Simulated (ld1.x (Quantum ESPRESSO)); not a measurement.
# Sm: TM pseudisation with PBEsol, fully relativistic reference atom.

ld1.x (Quantum ESPRESSO) 7.5 was run on this input:

```
&input
   title='Sm', zed=62., rel=2, dft='PBESOL', iswitch=3,
   config='[Xe] 4f6 5d0 6s2 6p0', rel_dist='average',
   nld=7, rlderiv=3.20, eminld=-5.0, emaxld=5.0, deld=0.02
 /
 &inputp
   pseudotype=2, tm=.true., lloc=0,
   nlcc=.false.,
   file_pseudopw='Sm.UPF', file_wfcaegen='ae.wfc', file_wfcncgen='nc.wfc', file_beta='beta', file_chi='chi'
 /
4
5P  2  1   6.00   0.00  2.40  2.40  0.0
5D  3  2   0.00   0.00  2.95  2.95  0.0
4F  4  3   6.00   0.00  1.25  1.25  0.0
5S  1  0   2.00   0.00  1.85  1.85  0.0
 &test
   configts(1)='4f6 5s2 5p6 5d0 6s2 6p0'
 /
```

Command:

```bash
ld1.x < Sm.in > Sm.out
```

The program printed (shortened: banner, matrices, multipoles, cross overlaps and the repeated all-electron block are left out):

```
Program LD1 v.7.5
 classical turning point too close to mesh           4           3           3
 classical turning point too close to mesh           4           3          -4
 classical turning point too close to mesh           5           2          -3
     --------------------------- All-electron run ----------------------------

     Sm
     dirac relativistic calculation

     atomic number is 62.00
     dft =PBESOL   lsd =0 sic =0 latt =0  beta=0.20 tr2=1.0E-14
     Exchange-correlation= PBESOL
                           (   1   4  10   8   0   0   0)
     mesh =1259 r(mesh) =  99.27220 a.u. xmin = -7.00 dx = 0.01250
     1 Ry =  13.60569312 eV, c = 137.03599908

     n l j   nl                  e(Ry)          e(Ha)          e(eV)
     Spin orbit split results
     1 0 0.5 1S 1( 2.00)     -3426.0611     -1713.0305    -46613.9354
     2 0 0.5 2S 1( 2.00)      -559.6060      -279.8030     -7613.8275
     2 1 0.5 2P 1( 2.00)      -530.4558      -265.2279     -7217.2187
     2 1 1.5 2P 1( 4.00)      -486.1746      -243.0873     -6614.7430
     3 0 0.5 3S 1( 2.00)      -122.5902       -61.2951     -1667.9240
     3 1 0.5 3P 1( 2.00)      -110.0474       -55.0237     -1497.2708
     3 1 1.5 3P 1( 4.00)      -101.0826       -50.5413     -1375.2982
     4 0 0.5 4S 1( 2.00)       -24.3422       -12.1711      -331.1921
     4 1 0.5 4P 1( 2.00)       -19.5354        -9.7677      -265.7921
     4 1 1.5 4P 1( 4.00)       -17.5630        -8.7815      -238.9569
     3 2 1.5 3D 1( 4.00)       -79.3227       -39.6613     -1079.2397
     3 2 2.5 3D 1( 6.00)       -77.3749       -38.6875     -1052.7397
     5 0 0.5 5S 1( 2.00)        -3.1776        -1.5888       -43.2331
     5 1 0.5 5P 1( 2.00)        -1.8912        -0.9456       -25.7307
     5 1 1.5 5P 1( 4.00)        -1.6307        -0.8153       -22.1864
     4 2 1.5 4D 1( 4.00)        -9.6539        -4.8270      -131.3485
     4 2 2.5 4D 1( 6.00)        -9.3017        -4.6508      -126.5556
     4 3 2.5 4F 1( 2.57)        -0.2066        -0.1033        -2.8112
     4 3 3.5 4F 1( 3.43)        -0.1669        -0.0834        -2.2705
     5 2 1.5 5D 1( 0.00)        -0.1330        -0.0665        -1.8099
     5 2 2.5 5D 1( 0.00)        -0.1198        -0.0599        -1.6304
     6 0 0.5 6S 1( 2.00)        -0.2647        -0.1323        -3.6010
     6 1 0.5 6P 1( 0.00)        -0.0976        -0.0488        -1.3281
     6 1 1.5 6P 1( 0.00)        -0.0836        -0.0418        -1.1370
     Averaged results
     1 0     1S 1( 2.00)     -3426.0611     -1713.0305    -46613.9354
     2 0     2S 1( 2.00)      -559.6060      -279.8030     -7613.8275
     2 1     2P 1( 6.00)      -500.9350      -250.4675     -6815.5682
     3 0     3S 1( 2.00)      -122.5902       -61.2951     -1667.9240
     3 1     3P 1( 6.00)      -104.0708       -52.0354     -1415.9557
     4 0     4S 1( 2.00)       -24.3422       -12.1711      -331.1921
     4 1     4P 1( 6.00)       -18.2205        -9.1102      -247.9020
     3 2     3D 1(10.00)       -78.1540       -39.0770     -1063.3397
     5 0     5S 1( 2.00)        -3.1776        -1.5888       -43.2331
     5 1     5P 1( 6.00)        -1.7175        -0.8588       -23.3678
     4 2     4D 1(10.00)        -9.4426        -4.7213      -128.4727
     4 3     4F 1( 6.00)        -0.1839        -0.0920        -2.5022
     5 2     5D 1( 0.00)        -0.1251        -0.0626        -1.7022
     6 0     6S 1( 2.00)        -0.2647        -0.1323        -3.6010
     6 1     6P 1( 0.00)        -0.0883        -0.0441        -1.2007

     final scf error:  3.5E-15 reached in  36 iterations

     Etot =  -20861.649509 Ry,  -10430.824755 Ha, -283837.201264 eV

     Ekin =   22621.215991 Ry,   11310.607996 Ha,  307777.322846 eV
     Encl =  -51127.422967 Ry,  -25563.711483 Ha, -695624.027052 eV
     Eh   =    8109.850470 Ry,    4054.925235 Ha,  110340.136765 eV
     Exc  =    -465.293004 Ry,    -232.646502 Ha,   -6330.633823 eV

     normalization and overlap integrals

     s(1S/1S) =  1.000000  <r> =   0.0227  <r2> =    0.0007  r(max) =   0.0144
     s(2S/2S) =  1.000000  <r> =   0.0965  <r2> =    0.0111  r(max) =   0.0819
     s(2P/2P) =  1.000000  <r> =   0.0807  <r2> =    0.0081  r(max) =   0.0630
     s(2P/2P) =  1.000000  <r> =   0.0874  <r2> =    0.0093  r(max) =   0.0679
     s(3S/3S) =  1.000000  <r> =   0.2547  <r2> =    0.0742  r(max) =   0.2341
     s(3P/3P) =  1.000000  <r> =   0.2443  <r2> =    0.0694  r(max) =   0.2199
     s(3P/3P) =  1.000000  <r> =   0.2570  <r2> =    0.0766  r(max) =   0.2341
     s(4S/4S) =  1.000000  <r> =   0.5792  <r2> =    0.3789  r(max) =   0.5408
     s(4P/4P) =  1.000000  <r> =   0.5933  <r2> =    0.4008  r(max) =   0.5476
     s(4P/4P) =  1.000000  <r> =   0.6224  <r2> =    0.4408  r(max) =   0.5686
     s(3D/3D) =  1.000000  <r> =   0.2287  <r2> =    0.0616  r(max) =   0.1869
     s(3D/3D) =  1.000000  <r> =   0.2326  <r2> =    0.0636  r(max) =   0.1893
     s(5S/5S) =  1.000000  <r> =   1.4102  <r2> =    2.2394  r(max) =   1.2654
     s(5P/5P) =  1.000000  <r> =   1.5946  <r2> =    2.8936  r(max) =   1.3811
     s(5P/5P) =  1.000000  <r> =   1.6928  <r2> =    3.2651  r(max) =   1.4519
     s(4D/4D) =  1.000000  <r> =   0.6649  <r2> =    0.5135  r(max) =   0.5830
     s(4D/4D) =  1.000000  <r> =   0.6753  <r2> =    0.5296  r(max) =   0.5903
     s(4F/4F) =  1.000000  <r> =   1.0073  <r2> =    1.4285  r(max) =   0.6129
     s(4F/4F) =  1.000000  <r> =   1.0301  <r2> =    1.5142  r(max) =   0.6129
     s(5D/5D) =  1.000000  <r> =   3.2520  <r2> =   13.2944  r(max) =   2.1391
     s(5D/5D) =  1.000000  <r> =   3.3809  <r2> =   14.3994  r(max) =   2.1932
     s(6S/6S) =  1.000000  <r> =   4.3010  <r2> =   21.0073  r(max) =   3.6615
     s(6P/6P) =  1.000000  <r> =   5.7567  <r2> =   38.1605  r(max) =   4.7606
     s(6P/6P) =  1.000000  <r> =   6.1033  <r2> =   42.9170  r(max) =   5.0046

     ------------------------ End of All-electron run ------------------------

     --------------------- Generating NC pseudopotential ---------------------

      Generating local pot.: lloc=0, matching radius rcloc =   1.8500

     Fully relativistic calculation: |psi|^2

     Wfc 5P LC norm =  0.99981193 SC norm =  0.00018802 missing  0.00000006

     Wfc 5P LC norm =  0.99983229 SC norm =  0.00016744 missing  0.00000027

     Wfc 5D LC norm =  0.99995020 SC norm =  0.00004968 missing  0.00000012

     Wfc 5D LC norm =  0.99995386 SC norm =  0.00004239 missing  0.00000376

     Wfc 4F LC norm =  0.99956292 SC norm =  0.00043708 missing  0.00000000

     Wfc 4F LC norm =  0.99957299 SC norm =  0.00042675 missing  0.00000026

      Wfc   5P  rcut= 2.394  Using Troullier-Martins method

      Wfc   5P  rcut= 2.394  Using Troullier-Martins method

      Wfc   5D  rcut= 2.924  Using Troullier-Martins method

      Wfc   5D  rcut= 2.924  Using Troullier-Martins method

      Wfc   4F  rcut= 1.250  Using Troullier-Martins method

      Wfc   4F  rcut= 1.250  Using Troullier-Martins method

     ------------------- End of pseudopotential generation -------------------

 classical turning point too close to mesh           4           3           3
 classical turning point too close to mesh           4           3          -4
 classical turning point too close to mesh           5           2          -3
     Computing logarithmic derivative in   3.21117
     Message from routine run_pseudo:
     Warning: convergence not achieved

       Warning: n=3, l=1 expected 1 nodes, found 2
       Setting wfc to zero for this iteration
       (This warning will only be printed once per wavefunction)

     Computing logarithmic derivative in   3.21117
     Computing the partial wave expansion
       no projector for channel:   0
     R is outside the sphere for l=    1 j= 0.50
     R is outside the sphere for l=    1 j= 1.50
     R is outside the sphere for l=    2 j= 1.50
     R is outside the sphere for l=    2 j= 2.50
     R is outside the sphere for l=    3 j= 2.50
     R is outside the sphere for l=    3 j= 3.50

     ---------------------- Testing the pseudopotential ----------------------

     Sm
     dirac relativistic calculation

     atomic number is 62.00   valence charge is 16.00
     dft =PBESOL   lsd =0 sic =0 latt =0  beta=0.20 tr2=1.0E-14
     mesh =1259 r(mesh) =  99.27220 xmin = -7.00 dx = 0.01250

     n l  j  nl             e AE (Ry)       e PS (Ry)    De AE-PS (Ry)
     4 3 2.5 4F   1( 2.57)       -0.20662       -0.20654       -0.00008
     4 3 3.5 4F   1( 3.43)       -0.16688       -0.16690        0.00002
     1 0 0.5 5S   1( 2.00)       -3.17757       -3.17758        0.00000
     2 1 0.5 5P   1( 2.00)       -1.89117       -1.89117       -0.00000
     2 1 1.5 5P   1( 4.00)       -1.63067       -1.63067        0.00000
     3 2 1.5 5D   1( 0.00)       -0.13302       -0.13302       -0.00000
     3 2 2.5 5D   1( 0.00)       -0.11984       -0.11984        0.00000
     2 0 0.5 6S   1( 2.00)       -0.26467       -0.28108        0.01642  !
     3 1 0.5 6P   1( 0.00)       -0.09761       -0.09761        0.00000
     3 1 1.5 6P   1( 0.00)       -0.08357       -0.08495        0.00139

     eps = 2.3E-12  iter =201

     Etot =  -20861.649509 Ry,  -10430.824755 Ha, -283837.201264 eV
     Etotps =  -161.287848 Ry,     -80.643924 Ha,   -2194.432968 eV

     Ekin =     167.705249 Ry,      83.852625 Ha,    2281.746160 eV
     Encl =    -326.420920 Ry,    -163.210460 Ha,   -4441.182870 eV
     Ehrt =     148.556553 Ry,      74.278276 Ha,    2021.214867 eV
     Ecxc =     -18.162712 Ry,      -9.081356 Ha,    -247.116285 eV
     Epseu=    -132.966018 Ry,     -66.483009 Ha,   -1809.094839 eV

     ---------------------- End of pseudopotential test ----------------------
```

Generation and configuration tests took about 7.3 s on one core of a shared server CPU.
